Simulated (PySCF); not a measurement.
C5H3F, SMILES C#CC(F)=C=C.

The structure is a stationary point at B3LYP-D3(BJ)/def2-SVP. The structure was generated by enumeration, and PubChem lists no compound with its InChIKey, so it may never have been made.

These are TDA-PBE/def2-SVPD (PySCF) values and carry that method's errors.

Vertical excitations. The molecule is in vacuum. State labels are in the subgroup Cs.

```tsv
state	symmetry	energy (eV)	λ (nm)	f	main pairs
S1	A"	3.96	313	0.000	HOMO→LUMO 100 %
S2	A'	5.16	240	0.025	HOMO−1→LUMO 47 %, HOMO→LUMO+1 36 %, HOMO−2→LUMO 10 %
S3	A"	5.32	233	0.000	HOMO−1→LUMO+1 99 %
S4	A"	5.91	210	0.000	HOMO−3→LUMO 91 %
S5	A"	6.04	205	0.000	HOMO−2→LUMO+1 73 %, HOMO→LUMO+2 22 %
S6	A"	6.07	204	0.000	HOMO→LUMO+2 69 %, HOMO−2→LUMO+1 26 %
S7	A"	6.19	200	0.003	HOMO→LUMO+3 99 %
S8	A'	6.20	200	0.316	HOMO−2→LUMO 39 %, HOMO→LUMO+1 29 %, HOMO−1→LUMO+2 20 %
S9	A'	6.65	187	0.057	HOMO−3→LUMO+1 72 %
S10	A"	6.85	181	0.002	HOMO→LUMO+4 100 %
T1	A'	3.46	358	0	HOMO→LUMO+1 98 %
T2	A"	3.63	342	0	HOMO→LUMO 99 %
T3	A'	4.24	292	0	HOMO−1→LUMO 85 %
T4	A"	4.97	249	0	HOMO−1→LUMO+1 90 %
```
Triplets are in the Tamm–Dancoff approximation.
